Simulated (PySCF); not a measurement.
SMILES B(O)(O)[SiH2][Al]([OH])[OH], singlet, PBE0/def2-SVP optimised geometry.

```
13

B      1.17    -1.57    -0.07
O      0.22    -2.53    -0.07
O      2.47    -1.99    -0.11
Si     0.67     0.43     0.00
Al    -1.75     0.43     0.00
O     -3.02     1.57     0.00
O     -2.21    -1.23    -0.01
H     -0.70    -2.20    -0.04
H      3.10    -1.27    -0.10
H      1.23     1.20    -1.17
H      1.22     1.11     1.22
H     -2.95     2.53     0.00
H     -3.10    -1.59    -0.02
```

Density from PBE0/def2-TZVP run with PySCF at that geometry.

Minimum of the electron density along straight lines between bonded atoms, close to the bond critical point (lines longer than 1.1 times the sum of covalent radii, or with two minima, are not listed):

```csv
bond,length / Å,ρ at the minimum / e bohr⁻³,∇²ρ there / e bohr⁻⁵,position (fraction from the first atom)
B1–O2,1.344,0.220,1.02,0.33
B1–O3,1.363,0.209,___,0.33
B1–Si4,2.071,0.105,-0.10,0.61
Si4–Al5,2.424,0.066,0.01,0.64
Al5–O6,1.700,0.108,___,0.43
Al5–O7,1.724,0.102,___,0.43
O2–H8,0.978,0.336,-2.33,0.82
O3–H9,0.960,0.362,-2.50,0.81
Si4–H10,1.503,0.113,0.16,0.49
Si4–H11,1.503,0.113,0.16,0.49
O6–H12,0.958,0.357,-2.45,0.81
O7–H13,0.960,0.355,-2.43,0.81
```

Fill in the missing entries.


- B1–O3, ∇²ρ there / e bohr⁻⁵: 0.94
- Al5–O6, ∇²ρ there / e bohr⁻⁵: 0.80
- Al5–O7, ∇²ρ there / e bohr⁻⁵: 0.73
